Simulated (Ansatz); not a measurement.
H2O2, charge +1, doublet, at a GFN2-xTB geometry (a state made from the parent by changing its charge; the spin is typed, not shown lowest). Base run: MP2/cc-pVTZ (Ansatz, a quantum-chemistry and plane-wave program).

The Ansatz input:
Ansatz 0.2 input:
```yaml
crystal:
  periodic: [false, false, false]
  atoms:
    - {symbol: O, position_ang: [-0.59065691, -0.01900468, 0.25930853]}
    - {symbol: O, position_ang: [0.59065691, 0.01900468, -0.25930853]}
    - {symbol: H, position_ang: [-1.28947104, -0.03417302, -0.46351846]}
    - {symbol: H, position_ang: [1.28947104, 0.03417302, 0.46351846]}
basis:
  gaussian:
    orbitals: cc-pVTZ
total_charge: 1
magnetization: {spin_polarized: true, initial_magnetization: 1}
correlation: {method: mp2}
```

The base run was repeated with changes; each row names its change, and settings that it needs were set with it.

```
change                                                             ΔE vs base (mEh)  MP2 correlation (Eh)  basis functions
-----------------------------------------------------------------  ----------------  --------------------  ---------------
base                                                                          0.000              -0.46545               88
fitting = cc-pVTZ-JKFIT (mean field), cc-pVTZ-RIFIT (correlation)             0.144              -0.46537               88
accuracy = high                                                              -0.002              -0.46545               88
reference functional = pbe0                                                       …                     -               88
lower_state_search = off                                                      0.000              -0.46545               88
method = ccsd_t                                                             -25.684              -0.46545               88
method = ccsd                                                                -7.651              -0.46545               88
method = rpa                                                                      …                     -               88
electrons = all                                                             -26.244              -0.49169               88
method = bccd                                                                -6.669              -0.46545               88
```

Question: Complete the blanks.

Answer: 
- reference functional = pbe0, ΔE vs base (mEh): -15.811
- method = rpa, ΔE vs base (mEh): -72.201
